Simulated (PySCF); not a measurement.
The calculation used core-valence-separated Tamm–Dancoff BHandHLYP/aug-pcX-1 (pcseg-1 on H, def2-SVPD on As) in PySCF, non-relativistic, gas phase, PBE0-D3(BJ)/def2-SVP geometry. The energies are unshifted.

Main lines of an unknown, eV (oscillator strength): C K: 285.5 (0.050), 285.5 (0.010), 285.6 (0.010), 286.2 (0.056), 286.3 (0.027); B K: 188.3 (0.047), 189.1 (0.007), 189.8 (0.013), 189.8 (0.011), 190.2 (0.013). Listed: the first five lines at most of each edge with a tenth or more of its strongest line's intensity; roots within 0.03 eV on the same or equivalent atoms are summed. Only the lowest roots were sought, and the top ones are left out.

Question: Which candidate gives them?
A. `[BH3-][AsH2+]CCC`
B. `[BH3-][AsH2+]C(C)C`

Answer: B. 

- `[BH3-][AsH2+]C(C)C`: C K: 285.5 (0.050), 285.5 (0.010), 285.6 (0.010), 286.2 (0.056), 286.3 (0.027); B K: 188.3 (0.047), 189.1 (0.007), 189.8 (0.013), 189.8 (0.011), 190.2 (0.013). First C line listed at 285.5 eV, hole on the sp3 CH carbon; first B line listed at 188.3 eV, hole on the four-coordinate boron.
- `[BH3-][AsH2+]CCC`: C K: 285.4 (0.009), 285.5 (0.044), 285.7 (0.017), 286.1 (0.053), 286.2 (0.021); B K: 188.2 (0.047), 189.1 (0.007), 189.9 (0.015), 189.9 (0.014), 190.2 (0.009). First C line listed at 285.4 eV, hole on the methyl carbon; first B line listed at 188.2 eV, hole on the four-coordinate boron.

One conformer each; other structures than these candidates weren't tested.

Conformer computed: `[BH3-:1][AsH2+:2][CH:3]([CH3:4])[CH3:5]`: B1–As2–C3–C4 55°.
